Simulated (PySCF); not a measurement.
Computed shifts of a molecule CH₉ClOSi₃, PBE0/pcSseg-1 in PySCF, GIAO, gas phase, atoms alike by connectivity averaged where their shifts nearly agree, in ppm (number of nuclei): ¹³C: 2.4 (1). ²⁹Si: 11.3 (1), -9.4 (1), -104.0 (1). ¹H: 6.36 (1), 5.55 (2), 4.00 (3), 0.97 (3). References: ¹³C against TMS (σ = 186.3 ppm); ²⁹Si against TMS (σ = 352.7 ppm); ¹⁷O against H2O (σ = 334.2 ppm); ³⁵Cl against HCl (σ = 945.9 ppm); ¹H against TMS (σ = 31.56 ppm), references at their B3LYP-D3(BJ)/def2-TZVP geometries, non-relativistic (without spin–orbit terms, shifts of atoms bonded to Cl or Br come out too high). The structure is a stationary point at PBE-D3(BJ)/def2-SVP. One conformer was computed; it need not be the lowest.

Task: Which structure fits?
(A) C[SiH2]O[Si@H]([SiH3])Cl
(B) CO[Si@H]([SiH3])[SiH2]Cl
(C) O[SiH2]C[Si@H]([SiH3])Cl
(D) C[Si@]([SiH3])(Cl)[SiH2]O

Result: A, C[SiH2]O[Si@H]([SiH3])Cl
